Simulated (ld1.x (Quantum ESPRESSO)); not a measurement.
**What one change does to a pseudopotential (beryllium, ultrasoft)**

- Element: beryllium (Be)
- Generator: ld1.x (Quantum ESPRESSO) 7.5
- Type: ultrasoft
- Functional: PBE
- Relativity: scalar-relativistic
- Frozen core: [He]
- Valence charge: 2
- Reference configuration: 2s2 2p0
- Partial waves: 2s (bound): rcut 1.95, rcutus 2.30 bohr; 2s channel at 2.25 Ry: rcut 1.95, rcutus 2.30 bohr; 2p (bound, empty): rcut 3.15, rcutus 3.80 bohr; 2p channel at 2.6 Ry: rcut 3.15, rcutus 3.80 bohr
- Local potential: all-electron potential smoothed inside 2.35 bohr (lloc = -1)
- Core correction: none
- Augmentation charge: PSQ, inside the norm-conserving radii

All-electron outer shells of the reference configuration (PBE, scalar-relativistic, ld1.x):

| shell | level (eV) | outermost node (bohr) | outermost maximum (bohr) |
| --- | --- | --- | --- |
| 1s | -106.21 | – | 0.27 |
| 2s | -5.61 | 0.59 | 2.04 |
| 2p | -2.02 | – | 2.28 |

Change: wave 2s channel at 2.25 Ry: rcut 1.95, rcutus 2.30 bohr becomes 2s channel at 1.96 Ry: rcut 1.95, rcutus 2.30 bohr.

Cutoffs: the cutoffs (Ry, on a coarse ladder) from which the occupation-weighted sum of valence levels, in a spherical-Bessel basis at the reference potential, stays within 10 and 1 mRy of its value at 400 Ry; they do not see the model core or the augmentation charge, which bear on the density cutoff. Errors are all-electron minus pseudo energies relative to the spin-unpolarised reference configuration.

What does the change do?

Both files are so soft that the ladder of cutoffs tells neither apart; of the 5 tests that both files solve, the error grows in 2 and shrinks in 0 by more than 15 % and 0.3 meV (median size 343.7 → 347.4 meV); neither file shows a bound ghost.

| quantity | base | changed |
| --- | --- | --- |
| cutoff, loose | 6 Ry | 6 Ry |
| cutoff, tight | 6 Ry | 6 Ry |
| bound ghosts | none | none |
| error for 2s1 2p0, meV [ΔE 9.55 eV] | +8.3 | +13 |
| error for 2s1.5 2p0, meV [ΔE 3.76 eV] | +1.0 | +2.7 |
| error for 2s1 2p1, meV [ΔE 3.61 eV] | +344 | +347 |
| error for 2s0 2p1, meV [ΔE 13.46 eV] | +1160 | +1160 |
| error for 2s0 2p2, meV [ΔE 7.25 eV] | +1199 | +1199 |
| s: phases at 4.09 bohr within 0.05 rad from the reference energy up to (Ry; the scan ends near 5) | 3.6 | 3.5 |
| p: phases at 4.09 bohr within 0.05 rad from the reference energy up to (Ry; the scan ends near 5) | 0.5 | 0.5 |
| lowest overlap eigenvalue by channel | s 0.69, p 0.85 | s 0.64, p 0.85 |
